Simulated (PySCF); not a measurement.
# Bond curve of MnS

Set-up: PySCF, no relativity, basis sets Mn def2-TZVPP, S def2-TZVPP. Energies in eV from Mn (3d5 4s2) + S in their ground configurations at the same level. All curves are PBE0. state 1: ⁶Σ⁺ (sextet), unpaired electrons σ ↑, π ↑↑, δ ↑↑; state 2: Ms = 2.5 determinant of mixed spin (⟨S²⟩ near 9.7), unpaired electrons σ ↑↑, π ↑, δ ↑↑, a second solution, started from another occupation; state 3: ⁸Π (octet), unpaired electrons σ ↑↑, π ↑↑↑, δ ↑↑, a second solution, started from another occupation; state 4: Ms = 1.5 determinant of mixed spin (⟨S²⟩ near 5.2), unpaired electrons π ↑, δ ↑↑, a second solution, started from another occupation.

| R (Å) | state 1 | state 2 | state 3 | state 4 |
| --- | --- | --- | --- | --- |
| 1.774 | -2.125 | -0.172 | 1.190 | -0.878 |
| 1.857 | -2.778 | -1.053 | -0.066 | -1.443 |
| 1.939 | -3.138 | -1.665 | -0.958 | -1.788 |
| 2.001 | -3.264 | -1.988 | -1.442 | -1.952 |
| 2.063 | -3.297 | -2.218 | -1.799 | -2.057 |
| 2.125 | -3.259 | -2.373 | -2.053 | -2.114 |
| 2.207 | -3.128 | -2.487 | -2.267 | -2.129 |
| 2.311 | -2.879 | -2.516 | -2.382 | -2.070 |
| 2.434 | -2.516 | -2.435 | -2.369 | -1.920 |
| 2.599 | -2.005 | -2.206 | -2.195 | -1.645 |

**Question.** Put a parabola through the three lowest points of the state 1 curve and estimate Re, k and ωe (reduced mass 20.21 u; 1 eV/Å² = 0.16022 mdyn/Å; ωe = 1302.8·√(k/μ) cm⁻¹).

**Answer.** Through R = 2.001, 2.063, 2.125 Å the second-order coefficient is 9.24 eV/Å², so Re ≈ 2.061 Å, k ≈ 2.96 mdyn/Å and ωe ≈ 499 cm⁻¹. A polynomial fit of higher order to the unrounded PBE0 energies gives Re = 2.058 Å, k = 3.03 mdyn/Å, ωe = 504 cm⁻¹; anharmonicity and rounding make the difference.

The higher-order fit for each curve: state 1: Re = 2.058 Å, ωe = 504 cm⁻¹, De = 3.30 eV; state 2: Re = 2.287 Å, ωe = 350 cm⁻¹, minimum 2.52 eV below the ground-state fragments; state 3: Re = 2.358 Å, ωe = 351 cm⁻¹, minimum 2.39 eV below the ground-state fragments; state 4: Re = 2.185 Å, ωe = 344 cm⁻¹, minimum 2.13 eV below the ground-state fragments.

The metal atom is held in its measured ground configuration; semilocal functionals can put another filling of s and d lower by some tenths of an eV, and De to that atom would be smaller. ⟨S²⟩ of the unrestricted solution departs from its pure value on part of the curve, where spin states mix. With d or f electrons several states lie close, and the lowest PBE0 determinant need not be the measured ground state.
